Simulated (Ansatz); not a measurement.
Computed with Ansatz on PBE0-D4/def2-TZVP structures; ΔE is electronic, products minus reactants. CCSD(T)/CBS adds triple-zeta CCSD(T) − MP2 to the extrapolated MP2 energy (def2 sets, frozen cores). This one scheme is used for every species. Functionals use def2-TZVPP. For Ge outer-core shells are correlated without core-valence functions, which leaves a few kJ/mol of doubt a bond. Scalar relativity is left out up to krypton. One conformer a species, not always the lowest.

Reaction (germylene formation by 1,1-elimination): `[F][GeH]([SH])[Cl]` → `[F][Ge][Cl]` + H₂S

**Question.** Is it downhill or uphill in electronic energy at CCSD(T)/CBS, and by how much? (Best estimate.)

**Answer.** Ansatz gave: Uphill: ΔE = +21.0 kcal/mol.

**Question.** What do these levels give: CAM-B3LYP-D4, BLYP, r2SCAN, LC-ωPBE, HF/def2-TZVPP, MP2/CBS(def2)? (Best estimate.)

**Answer.** The calculation gave: CAM-B3LYP-D4 19.1, BLYP 7.7, r2SCAN 23.2, LC-ωPBE 24.9, HF/def2-TZVPP 21.0, MP2/CBS(def2) 24.0 kcal/mol.

**Question.** What do rigid-rotor, harmonic-oscillator terms from PBE0-D4/def2-TZVP frequencies (298.15 K, 1 bar) make of the CCSD(T)/CBS value? (Estimate.)

**Answer.** Ansatz gave: ΔZPE = -2.0 kcal/mol, ΔH = +19.9 kcal/mol, ΔS = 153 J/(mol·K), ΔG = +9.0 kcal/mol.

Largest T1 diagnostic among the species: 0.014.

From BLYP to BHLYP (50 % exact exchange), in def2-TZVPP and without D4, ΔE moves by +11.2 kcal/mol. At CCSD(T), def2-SVP lies +1.6 kcal/mol from the extrapolated value and def2-TZVPP +3.1 kcal/mol. In def2-TZVPP, CCSD(T) changes the Hartree–Fock value by +3.2 kcal/mol (the triples alone add +0.4 kcal/mol) and MP2 by +6.2 kcal/mol.
